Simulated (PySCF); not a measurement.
A family of related molecules: H2E=E'H2. All species are isolated molecules in the gas phase. One relaxed conformer stands for each flexible species; it need not be the lowest. Strings in code marks are SMILES.

Quantity: vertical ionisation energy (energy after one electron is removed minus that of the parent at the parent's geometry), in eV.

Case: `C=[NH2+]`. Geometry of `C=[NH2+]` (charge +1, multiplicity 1, Å):

```xyz
6

C      0.6206     0.1168    -0.0399
N     -0.6219    -0.1171     0.0399
H      1.3308    -0.6862     0.1247
H      0.9656     1.1185    -0.2722
H     -1.3153     0.6132    -0.1086
H     -0.9797    -1.0452     0.2561
```

Give the vertical ionisation energy (energy after one electron is removed minus that of the parent at the parent's geometry) at the level PBE-D3(BJ)/def2-TZVP // CAM-B3LYP-D3(BJ)/def2-TZVP (PySCF).

21.46 eV.
